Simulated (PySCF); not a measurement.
**Tc⁺ (technetium, charge +1) across methods**

[Kr] 4d4 5s1 5p1, one real determinant (an excited configuration). Computed with PySCF 2.14 in aug-cc-pVTZ-PP with ECP28MDF (6s6p5d3f2g, 88 functions), with a scalar-relativistic core potential.

| method | E (hartree) | mean ε 4d α (eV) | mean ε 5s α (eV) | mean ε 5p α (eV) | Σ⟨r²⟩ (bohr²) | ⟨S²⟩ |
| --- | --- | --- | --- | --- | --- | --- |
| PBE | -79.8663 | -19.123 | -14.202 | -9.103 | 46.57 | 12.000 |
| TPSS | -79.8380 | -19.137 | -14.141 | -9.100 | 46.54 | 12.001 |
| UHF | -79.34769 | -25.854 | -17.551 | -11.959 | 47.20 | 12.003 |
| HSE06 | -79.8564 | -20.550 | -14.753 | -9.528 | 46.59 | 12.001 |
| PBE0 | -79.8577 | -20.977 | -15.165 | -9.931 | 46.51 | 12.001 |
| LDA | -79.6657 | -19.122 | -14.437 | -9.169 | 46.59 | 12.000 |
| CAM-B3LYP | -79.8131 | -22.225 | -16.356 | -10.916 | 46.59 | 12.001 |
| M06-2X | -79.7454 | -22.550 | -16.316 | -10.804 | 46.05 | 12.000 |

Question: Estimate the same row for r2SCAN.

Answer: E (hartree) = -79.9064; mean ε 4d α (eV) = -19.646; mean ε 5s α (eV) = -14.520; mean ε 5p α (eV) = -9.274; Σ⟨r²⟩ (bohr²) = 46.29; ⟨S²⟩ = 12.001.

⟨L²⟩ = 8.02 against 12 for a pure F term, so this real determinant mixes terms. Energies and moments cover only the electrons outside the core potential.
